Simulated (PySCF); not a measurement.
**s to d promotion along the 5d series**

All values are computed (PySCF 2.14, energy differences of UHF-based or UKS calculations, no spin-orbit coupling). Basis: aug-cc-pVTZ-PP with ECP60MDF, ECP. Energy of d^(n+1) s¹ above d^n s² in eV (negative where d^(n+1) s¹ lies lower), between high-spin terms; measured values are centres of gravity of the terms (NIST), left out for the 5d series, where spin-orbit coupling mixes the terms.

```
element                                   terms     UHF     LDA     PBE  r2SCAN    PBE0  CCSD(T) (valence)
     Hf   4f14 5d2 6s2 (3F) → 4f14 5d3 6s1 (5F)   0.929   1.193   1.008   0.686   1.033              1.683
      W   4f14 5d4 6s2 (5D) → 4f14 5d5 6s1 (7S)  -1.148  -0.587  -0.807  -1.172  -0.856             -0.339
     Re   4f14 5d5 6s2 (6S) → 4f14 5d6 6s1 (6D)   1.848   1.468   1.226   1.283   1.301              1.800
     Os   4f14 5d6 6s2 (5D) → 4f14 5d7 6s1 (5F)   0.693   0.617   0.392   0.472   0.393                n/a
     Ir   4f14 5d7 6s2 (4F) → 4f14 5d8 6s1 (4F)   0.243     n/a  -0.082   0.036  -0.085              0.170
     Pt   4f14 5d8 6s2 (3F) → 4f14 5d9 6s1 (3D)  -0.290  -0.614  -0.561  -0.307  -0.579             -0.434
     Au  4f14 5d9 6s2 (2D) → 4f14 5d10 6s1 (2S)  -1.715  -1.694  -1.719  -1.644  -1.800             -1.775
```

Problem. Estimate the missing row, Ta.

Solution. The calculation gives UHF 0.235; LDA 0.506; PBE 0.365; r2SCAN 0.163; PBE0 0.371; CCSD(T) (valence) 0.975.
